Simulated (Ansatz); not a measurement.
Mulliken charges of C$_{2}$H$_{3}$F$_{2}$In (`C=[CH][In]([F])[F]`) from ωB97M-V/def2-TZVPP in Ansatz (PBE0-D4/def2-TZVP geometry).

```json
{"atom": "C1", "x (Å)": "0.047", "y (Å)": "0.938", "z (Å)": "1.200", "charge (e)": "-0.180"}
{"atom": "C2", "x (Å)": "-0.561", "y (Å)": "-0.068", "z (Å)": "0.581", "charge (e)": "-0.275"}
{"atom": "In3", "x (Å)": "0.154", "y (Å)": "-0.799", "z (Å)": "-1.252", "charge (e)": "1.050"}
{"atom": "F4", "x (Å)": "-0.525", "y (Å)": "-2.232", "z (Å)": "-2.367", "charge (e)": "-0.477"}
{"atom": "F5", "x (Å)": "1.724", "y (Å)": "-0.058", "z (Å)": "-2.128", "charge (e)": "-0.487"}
{"atom": "H6", "x (Å)": "-0.325", "y (Å)": "1.319", "z (Å)": "2.149", "charge (e)": "0.116"}
{"atom": "H7", "x (Å)": "0.930", "y (Å)": "1.428", "z (Å)": "0.803", "charge (e)": "0.122"}
{"atom": "H8", "x (Å)": "-1.443", "y (Å)": "-0.528", "z (Å)": "1.015", "charge (e)": "0.131"}
```

Question: By hand: the dipole of these point charges (1 e Å = 4.8032 D).

Answer: Σ q r = (-0.395, 0.362, 0.955) e Å, of length 1.095 e Å = 5.26 D.

Question: How does the dipole of the full density compare? (Estimate.)

Answer: Computed: (-0.329, 0.334, 0.840) e Å, 4.62 D; the point charges give 1.14 times that, at 1° from its direction.

Point charges leave out the atoms' own dipoles, such as those of lone pairs, and Mulliken's split depends on the basis, so the close match here is no proof of good charges.
